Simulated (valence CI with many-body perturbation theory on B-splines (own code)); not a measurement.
The numbers below are computed, except where a source is named.
Hg XLIX: magnetic and hyperfine properties of the levels

Level of theory: configuration interaction combined with many-body perturbation theory (CI+MBPT): four valence electrons over a frozen Dirac-Fock core [Ar] 3d10, radial functions for each j: 11 s, 11 p, 10 d, 8 f, 5 g, 2 h, with the one-electron correlation potential Σ1 (screened to all orders), the two-electron term Σ2, the three-electron term Σ3, Breit, model QED; selected single and double excitations, second order for the rest, scaled by the run's own slope (own B-spline code, finite nucleus).

The last digits are not significant, and no measured levels were compared; by estimate large intervals hold to a few tenths of a per cent, small ones and those within an open d or f shell to about a per cent. Among the levels kept, up to 390 cm⁻¹ of a level comes from second order outside the variational space, and about a tenth of that is noise between levels of different J, which matters for small intervals.

A/g_I is the dipole constant over the nuclear g factor μ/I (μ in nuclear magnetons, uniformly magnetised nucleus), B/Q the quadrupole constant per barn. Both hold the static response of the core; the bare values leave it out. Large factors of s and p1/2 electrons are usually good to 5 to 10 %; those of open d and f shells near neutrality can be off by tens of per cent, and small factors of p3/2, d and f electrons come from cancelling terms and can be off by a factor of two or in sign, in half-filled shells by more. B is blank for J = 1/2, where it vanishes, and for nearly pure S terms. Energies count from the lowest level. Levels with J = 0 are left out.

Levels are named by their leading jj configuration (3d3/2^4 stands for four electrons in 3d with j = 3/2), which in mixed levels can hold well under half, so a name can repeat and another be missing. Letters in brackets count levels of one name in rising energy.

| Level | E (× 10³ cm⁻¹) | g | A/g_I (MHz) | A/g_I bare | B/Q (MHz/b) | B/Q bare |
| --- | --- | --- | --- | --- | --- | --- |
| (4s^2 4p1/2 4p3/2) J=1 | 1138.3 | 1.496 | -96500 | -94600 | 81800 | 79400 |
| (4s^2 4p1/2 4p3/2) J=2 | 1177.0 | 1.172 | 256000 | 248000 | 149000 | 144000 |
| (4s 4p1/2^2 4p3/2) J=2 | 2041.1 | 1.546 | 644000 | 624000 | 151000 | 147000 |
| (4s 4p1/2^2 4p3/2) J=1 | 2173.4 | 1.082 | -474000 | -460000 | 101000 | 97900 |
| (4s^2 4p3/2^2) J=2 | 2344.8 | 1.317 | 81400 | 78500 | 14600 | 14200 |
| (4s^2 4p1/2 4d3/2) J=2 | 2545.1 | 0.759 | 225000 | 220000 | 32800 | 32400 |
| (4s^2 4p1/2 4d3/2) J=1 | 2713.0 | 0.851 | -166000 | -160000 | 13900 | 13700 |
| (4s^2 4p1/2 4d5/2) J=2 | 2869.3 | 1.314 | -63300 | -60600 | 14200 | 14100 |
| (4s^2 4p1/2 4d5/2) J=3 | 2879.9 | 1.121 | 157000 | 153000 | 16200 | 16200 |
| (4s 4p1/2 4p3/2^2) J=2 [a] | 3159.7 | 1.518 | 390000 | 378000 | 52100 | 50600 |
| (4s 4p1/2 4p3/2^2) J=3 | 3233.3 | 1.313 | 557000 | 540000 | 12500 | 12300 |
| (4s 4p1/2 4p3/2^2) J=1 [a] | 3346.9 | 1.289 | 699000 | 678000 | -121000 | -118000 |
| (4s 4p1/2 4p3/2^2) J=2 [b] | 3365.1 | 1.087 | 2630 | 2470 | -21400 | -20900 |
| (4s 4p1/2 4p3/2^2) J=1 [b] | 3378.5 | 1.356 | 181000 | 176000 | 79700 | 77400 |
| (4s 4p1/2^2 4d3/2) J=1 | 3458.6 | 0.435 | -536000 | -519000 | 14200 | 14100 |
| (4s 4p1/2^2 4d3/2) J=2 | 3491.2 | 1.145 | 590000 | 573000 | 26700 | 26400 |
| (4s 4p1/2^2 4d5/2) J=3 | 3767.1 | 1.353 | 399000 | 388000 | 24400 | 24200 |
| (4s^2 4p3/2 4d3/2) J=2 | 3827.7 | 1.049 | 45400 | 44300 | -7330 | -7090 |
| (4s 4p1/2^2 4d5/2) J=2 | 3836.0 | 1.034 | -337000 | -325000 | 9810 | 9990 |
| (4s^2 4p3/2 4d3/2) J=1 | 3843.0 | 1.118 | 66400 | 64800 | -74100 | -72200 |
| (4s^2 4p3/2 4d3/2) J=3 | 3846.6 | 1.102 | 65500 | 63900 | 169000 | 164000 |
| (4s^2 4p3/2 4d5/2) J=4 | 3985.8 | 1.245 | 40000 | 39100 | 198000 | 193000 |
| (4s^2 4p3/2 4d5/2) J=2 | 4019.9 | 1.257 | 57700 | 56800 | -109000 | -106000 |
| (4s^2 4p3/2 4d5/2) J=3 | 4148.5 | 1.191 | 43800 | 42900 | 6800 | 7040 |
| (4s^2 4p3/2 4d5/2) J=1 | 4172.7 | 1.078 | -28100 | -25500 | 23700 | 23200 |
| (4p1/2^2 4p3/2^2) J=2 | 4268.4 | 1.288 | 78000 | 76000 | 25300 | 24700 |
| (4s^2 4p1/2 4f5/2) J=3 | 4396.8 | 0.823 | 113000 | 110000 | 23300 | 21900 |
| (4s^2 4p1/2 4f5/2) J=2 | 4451.3 | 0.872 | -144000 | -139000 | 6030 | 5340 |
| (4s 4p3/2^3) J=2 | 4480.8 | 1.425 | 627000 | 608000 | -163000 | -158000 |
| (4s^2 4p1/2 4f7/2) J=3 | 4499.6 | 1.194 | -20000 | -18600 | 17200 | 15900 |
| (4s^2 4p1/2 4f7/2) J=4 | 4501.7 | 1.089 | 140000 | 136000 | 22900 | 21200 |
| (4s 4p1/2 4p3/2 4d3/2) J=1 [a] | 4521.1 | 1.155 | 260000 | 253000 | -77700 | -75600 |
| (4s 4p1/2 4p3/2 4d3/2) J=2 [a] | 4527.7 | 1.104 | 227000 | 221000 | -41100 | -40000 |
| (4s 4p1/2 4p3/2 4d3/2) J=3 [a] | 4559.4 | 1.155 | 324000 | 315000 | 15800 | 15300 |

Question: Take the isotope of mass number 199, with I = 1/2, μ = 0.5039 μN. What is the hyperfine structure of (4s^2 4p1/2 4d3/2) J=1?

Answer: From the table A = -167000 MHz. Shifts from the centre of gravity in MHz: F = 1/2: 167000, F = 3/2: -83500.
